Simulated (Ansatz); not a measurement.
`F[SiH2][GeH3]`, relaxed with RKS PBE0-D4/def2-TZVP in Ansatz from a PBE-D4/def2-SVP geometry. The force threshold is 0.005 eV/Å; the program also tests the step.

Charge 0, multiplicity 1.

Start:

```xyz
8

F    -1.094   -1.029   -1.759
Si   -0.967   -0.684   -0.154
Ge    0.958    0.686    0.193
H    -2.223    0.024    0.274
H    -0.851   -1.983    0.596
H     2.248   -0.052   -0.250
H     1.081    1.027    1.703
H     0.848    2.011   -0.603
```

Problem. How much energy does the relaxation release, and in how many steps? (An estimate is asked.)

Solution. The calculation gave: 0.04 eV, in 5 steps.

Problem. Which bonds change most? (Estimate.)

Solution. The calculation gave: F1–Si2 from 1.647 to 1.606 Å; Si2–H5 from 1.505 to 1.485 Å; Si2–H4 from 1.505 to 1.485 Å; Ge3–H7 from 1.553 to 1.539 Å.

Problem. Give the relaxed structure. (Estimate.)

Solution. The calculation gave: 
```xyz
8

F    -1.097   -1.028   -1.720
Si   -0.961   -0.681   -0.158
Ge    0.958    0.684    0.189
H    -2.202    0.019    0.260
H    -0.850   -1.964    0.583
H     2.237   -0.045   -0.248
H     1.071    1.014    1.688
H     0.844    2.001   -0.593
```
